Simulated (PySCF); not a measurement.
**Relaxation of singlet TeOI2**

Computed with PBE in PySCF with Te def2-SVP with ECP28, O def2-SVP, I def2-SVP with ECP28; scalar-relativistic core potentials, no spin–orbit coupling; density-fitted integrals. A (50,194) grid was used.

A hand-made trigonal planar start, of C2v symmetry, held to at least that symmetry:

```xyz
4
charge 0 multiplicity 1, angstrom
Te   -0.3900   -0.6755    0.0000
O    -1.3150   -2.2776    0.0000
I     2.3000   -0.6755    0.0000
I    -1.7350    1.6541    0.0000
```

Task: What does it relax to?

Result: It ends at C2v with Te–I 2.896 Å (×2), Te–O 1.849 Å; I–Te–I 157.9°, I–Te–O 101.1° (×2) (after a last refinement on a finer grid). The frequency run here used a shortcut that can spoil soft modes, so no verdict on minimum or saddle point is given. Other isomers or separated fragments may lie lower.

Task: How much energy is released, and in how many steps?

Result: 58.1 kJ/mol in 10 steps.

The relaxation took of the order of 80 core-seconds on a shared host.
